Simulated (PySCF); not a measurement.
## Ga²⁺: excitation energy

Ga²⁺ [Ar] 3d10 4s1 (2S) → Ga²⁺ [Ar] 3d9 4s1 4p1 (high-spin determinant), as a difference of total energies. Calculation: PySCF 2.14, in x2c-TZVPPall (6s5p4d1f, 48 functions); scalar relativity by spin-free X2C-1e. Correlated levels: valence and next inner shell: [Ne] frozen. The calculations carry no spin-orbit coupling.

```
                                method  excitation energy (eV)
                                   UHF                  21.382
                                   LDA                  24.261
                                   PBE                  23.695
                                  PBE0                  23.347
                                r2SCAN                  23.206
                             CAM-B3LYP                  23.475
                                PBEsol                  23.816
                                 wB97X                  23.690
                               wB97X-V                  23.550
    MP2 (valence and next inner shell)                  23.383
SCS-MP2 (valence and next inner shell)                  23.200
```

**Question.** How much does correlation contribute at MP2 (valence and next inner shell)?

**Answer.** 23.383 − (21.382) = 2.001 eV, measured against UHF.

A first-order spin-orbit estimate (lowest level to lowest level, LS coupling) adds -0.092 eV.

The basis was made for the ground configuration and has no added diffuse functions, so the excitation energy can come out too high.

The determinant of the upper state mixes LS terms, which raises its energy above the lowest term, most at the Hartree-Fock and MP2 levels.
